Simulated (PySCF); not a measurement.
Job file and geometry (Å, from GFN2-xTB) of an NMR shielding run on `Cl[SiH2][SiH2]C1(Cl)CC1`, C₃H₈Cl₂Si₂, PySCF, GIAO PBE0/pcSseg-1 NMR shielding, non-relativistic, gas phase; density fitting, a coarse starting grid and PySCF grid level 2 are the driver's defaults:

```
$ OMP_NUM_THREADS=1 python probes_run.py task.json out

{"job": {"kind": "nmr", "xc": "PBE0", "basis": "pcSseg-1"}, "charge": 0, "multiplicity": 1}
Cl     2.145781     1.373512     2.084251
Si     2.482625    -0.189729     0.840910
Si     0.888803    -0.243202    -0.841674
C     -0.847501    -0.418079    -0.094467
Cl    -0.999688    -1.967935     0.762559
C     -1.588551     0.735860     0.508640
C     -2.093287     0.097996    -0.746417
H      3.828394     0.009605     0.297667
H      2.537698    -1.379587     1.689696
H      1.058653    -1.385997    -1.743692
H      0.828570     0.970553    -1.671390
H     -2.140888     0.568029     1.421170
H     -1.131619     1.712899     0.449762
H     -2.987345    -0.504289    -0.686447
H     -1.986057     0.628355    -1.681035
```

Question: What does the program print?

Answer: 
```
coarse grid: 14720 points
cycle   1  E = -1617.6943013846  dE =  7.220e-01  |g| = 3.509e-01  |ddm| = 3.573e+00
cycle   2  E = -1617.6916287162  dE =  2.673e-03  |g| = 3.835e-01  |ddm| = 8.180e-01
cycle   3  E = -1617.7286709381  dE = -3.704e-02  |g| = 3.905e-02  |ddm| = 4.480e-01
cycle   4  E = -1617.7289622905  dE = -2.914e-04  |g| = 2.145e-02  |ddm| = 7.329e-02
cycle   5  E = -1617.7290723874  dE = -1.101e-04  |g| = 5.344e-03  |ddm| = 2.793e-02
cycle   6  E = -1617.7290783845  dE = -5.997e-06  |g| = 2.303e-03  |ddm| = 8.234e-03
final grid: 123944 points
cycle   7  E = -1617.7667836087  dE = -2.805e-05  |g| = 9.050e-03  |ddm| = 2.407e-02
cycle   8  E = -1617.7667625814  dE =  2.103e-05  |g| = 1.261e-02  |ddm| = 2.098e-02
cycle   9  E = -1617.7668030112  dE = -4.043e-05  |g| = 1.227e-03  |ddm| = 1.324e-02
cycle  10  E = -1617.7668032840  dE = -2.728e-07  |g| = 3.554e-04  |ddm| = 1.412e-03
cycle  11  E = -1617.7668033139  dE = -2.984e-08  |g| = 6.009e-05  |ddm| = 3.536e-04
cycle  12  E = -1617.7668033147  dE = -8.758e-10  |g| = 1.571e-05  |ddm| = 9.856e-05
converged SCF energy = -1617.7668033147

GIAO shielding tensors (ppm)
atom      isotropic    diamagn.    paramagn.     s11        s22        s33       span
  0 Cl    1068.639    1148.664     -80.025    996.142   1095.186   1114.588    118.446
  1 Si     383.041     877.264    -494.222    326.070    365.512    457.543    131.473
  2 Si     402.234     880.112    -477.878    364.856    382.729    459.117     94.261
  3 C      156.267     251.267     -95.000    112.620    129.097    227.085    114.465
  4 Cl     774.912    1148.105    -373.193    567.864    670.598   1086.274    518.410
  5 C      170.546     250.307     -79.761    129.020    175.897    206.720     77.700
  6 C      169.950     254.117     -84.167    125.874    175.608    208.368     82.494
  7 H       26.432      27.011      -0.580     21.823     25.044     32.427     10.604
  8 H       26.114      27.579      -1.465     22.430     24.792     31.121      8.691
  9 H       27.380      28.802      -1.422     23.404     25.926     32.809      9.406
 10 H       27.923      29.731      -1.808     23.802     26.097     33.869     10.067
 11 H       30.566      30.886      -0.320     25.650     27.590     38.459     12.809
 12 H       30.699      31.496      -0.797     24.974     27.882     39.241     14.266
 13 H       30.581      31.296      -0.716     24.638     28.071     39.032     14.394
 14 H       30.863      31.458      -0.595     24.347     27.858     40.385     16.038
```

Question: Turn these shieldings into chemical shifts. Shifts are taken against calculated references (same method and geometry level): ³⁵Cl (σref 949.78) vs HCl; ²⁹Si (σref 349.16) and ¹³C (σref 186.93) and ¹H (σref 31.72) against TMS.

Answer: Averaging equivalent atoms: Cl 4: 175; Cl 0: -119; Si 1: -33.9; Si 2: -53.1; C 3: 30.7; C 5/6: 16.7; H 7/8: 5.44; H 9/10: 4.07; H 11/13: 1.14; H 12/14: 0.94 ppm. 

Size and cost of the density-fitted run: 187 basis functions, 54 s wall time on 1 thread of an Arm Neoverse N1, shared host; peak memory 0.84 GiB.
